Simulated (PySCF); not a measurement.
# Bond energies at r²SCAN/def2-TZVPP beside a composite method

PySCF, lowest determinants of a PBE0 search. The composite is CCSD(T) extrapolated to the basis-set limit from two correlation-consistent sets, with core-valence (CV) and scalar-relativistic (SR) terms as its label shows; it has no spin–orbit coupling and nothing beyond (T).

| species | state (unpaired electrons) | De r²SCAN (eV) | De composite (eV) | composite | dissociates to |
| --- | --- | --- | --- | --- | --- |
| NaI | singlet (closed shell) | 3.35 | 3.34 | CCSD(T)/CBS(DT)+CV | Na + I |
| MgS | singlet (closed shell) | 2.37 | 2.19 | CCSD(T)/CBS(DT)+CV+SR | Mg + S |
| Na2 | singlet (closed shell) | 0.60 | 0.75 | CCSD(T)/CBS(DT)+SR | Na + Na |
| MnH | septet (σ ↑↑, π ↑↑, δ ↑↑) | 2.15 | 1.66 | CCSD(T)/CBS(TQ)+CV+SR | Mn (3d5 4s2) + H |
| GeI | doublet (π ↑) | 3.26 | 3.00 | CCSD(T)/CBS(DT) | Ge + I |
| SbO | doublet (π ↑) | 4.16 | 4.16 | CCSD(T)/CBS(DT) | Sb + O |
| C2 | triplet (σ ↑, π ↑) | 6.31 | 6.23 | CCSD(T)/CBS(TQ)+CV+SR | C + C |
| NaB | triplet (σ ↑, π ↑) | 1.11 | 0.78 | CCSD(T)/CBS(DT)+CV+SR | Na + B |

Problem. Does r²SCAN bind more or less than the composite, by how much on average, and where is the difference largest?

Solution. r²SCAN/def2-TZVPP binds more on average, method and basis taken together: the mean signed difference is +0.15 eV and the mean absolute one 0.19 eV; it is largest for MnH (+0.49 eV).

The molecules are drawn from runs that passed checks on state, spin purity and fit, so the hardest cases are missing and the errors look smaller than over all diatomics.

Correlated steps freeze the inner cores (2 to 13 orbitals); shallow outer-core shells are correlated. Closed-shell solutions of metal pairs were not tested for spin polarisation, which can lower them a little. The metal atom is held in its measured ground configuration; semilocal functionals can put another filling of s and d lower by some tenths of an eV, and De to that atom would be smaller. These are scalar-relativistic numbers at best; spin–orbit coupling would shift them, the dissociation energy most. Where the molecule has an RHF reference, its open-shell atoms are computed with UHF. The CCSD T1 diagnostic is raised in MgS, a sign that a single reference may not be enough there. States were picked by a PBE0 search and need not be the measured ground states.
